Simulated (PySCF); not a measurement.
# NaTl: energy against distance

Set-up: basis Na def2-SVPD, Tl def2-SVPD with ECP60; scalar-relativistic core potentials; PySCF 2.14. Energies in eV from Na + Tl in their ground configurations at the same level. State: ¹Σ⁺ (singlet), closed shell.

All columns are PBE0. A positive dipole means Na(−)Tl(+).

| R (Å) | E (eV) | μ (D) | Mulliken charge on Na (basis-dependent) | HOMO (eV) | LUMO (eV) | Mayer bond order | ⟨S²⟩ |
| --- | --- | --- | --- | --- | --- | --- | --- |
| 2.815 | -0.533 | -1.52 | 0.15 | -3.47 | -1.75 | 1.01 | 0.00 |
| 2.946 | -0.647 | -1.48 | 0.07 | -3.45 | -1.70 | 1.03 | 0.00 |
| 3.077 | -0.711 | -1.40 | 0.02 | -3.43 | -1.67 | 1.03 | 0.00 |
| 3.175 | -0.734 | -1.33 | -0.01 | -3.42 | -1.65 | 1.03 | 0.00 |
| 3.273 | -0.740 | -1.25 | -0.02 | -3.40 | -1.63 | 1.02 | 0.00 |
| 3.371 | -0.733 | -1.16 | -0.04 | -3.38 | -1.62 | 1.02 | 0.00 |
| 3.502 | -0.708 | -1.03 | -0.05 | -3.35 | -1.61 | 1.01 | 0.00 |
| 3.666 | -0.658 | -0.86 | -0.06 | -3.31 | -1.61 | 1.01 | 0.00 |
| 3.862 | -0.579 | -0.65 | -0.06 | -3.27 | -1.62 | 1.00 | 0.00 |
| 4.124 | -0.455 | -0.37 | -0.06 | -3.22 | -1.65 | 1.00 | 0.00 |

A fit through these points gives, at Re = 3.268 Å, μ = -1.25 D and dμ/dR = 0.875 D/Å; the reduced mass is 20.67 u.

**Question.** How strong is the fundamental in the double-harmonic approximation, I = 42.26·(dμ/dR)²/μred km/mol?

**Answer.** I = 42.26·(0.875)²/20.67 = 1.57 km/mol at PBE0.

Closed-shell solutions of metal pairs were not tested for spin polarisation, which can lower them a little. These are scalar-relativistic numbers at best; spin–orbit coupling would shift them, the dissociation energy most.
